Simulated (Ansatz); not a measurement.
CH5AlB, SMILES `C[B-][AlH2]` (singlet; the order of the spin states depends on the level) (charge -1, multiplicity 1). This singlet lies 0.15 eV below the relaxed triplet at the level frozen-core CCSD(T)/aug-cc-pVDZ // B3LYP-D3(BJ)/def2-TZVPD (Ansatz, a program for electronic structure); other levels give the other order.

All values below come from PBE/aug-cc-pVTZ // B3LYP-D3(BJ)/def2-TZVPD (Ansatz).

Ansatz 0.2 input:
```yaml
crystal:
  periodic: [false, false, false]
  atoms:
    - { symbol: C, position_ang: [-1.554207, -0.088287, -0.155905] }
    - { symbol: B, position_ang: [-0.060136, 0.069205, 0.255699] }
    - { symbol: Al, position_ang: [1.916222, 0.177701, 0.294355] }
    - { symbol: H, position_ang: [-1.64278, -1.166627, -0.371856] }
    - { symbol: H, position_ang: [-2.306326, 0.133375, 0.613152] }
    - { symbol: H, position_ang: [-1.847573, 0.424194, -1.082714] }
    - { symbol: H, position_ang: [2.672666, 1.577393, 0.59138] }
    - { symbol: H, position_ang: [2.821595, -1.147579, 0.501489] }
basis:
  gaussian: { orbitals: aug-cc-pVTZ }
hamiltonian:
  xc: pbe
total_charge: -1
```

Output:

```
Functional definition: PBE
1104 factors; their error is unknown
mean field evaluation 1: about -8378.5057 eV, gradient 4.4e1 eV
mean field evaluation 2: about -8355.1048 eV, gradient 8.2e1 eV
mean field evaluation 4: about -8383.7479 eV, gradient 9.2e0 eV
mean field evaluation 8: about -8384.1582 eV, gradient 2.9e-1 eV
mean field evaluation 16: about -8384.1346 eV, gradient 5.1e-4 eV
mean field evaluation 32: about -8383.7918 eV, gradient 3.4e0 eV
mean field -8384.13456007 eV, -308.1112621121 hartree, gradient 3.1e-5 eV, S^2 0.000000; 4 other end points of the search recorded, 0 dependent functions left out
reference -8384.13464035 eV, -308.1112650624 hartree; 15, 15 occupied and 242, 242 virtual orbitals, 1104 factors
Total energy: -8384.13464035 eV, -308.1112650624 hartree
```
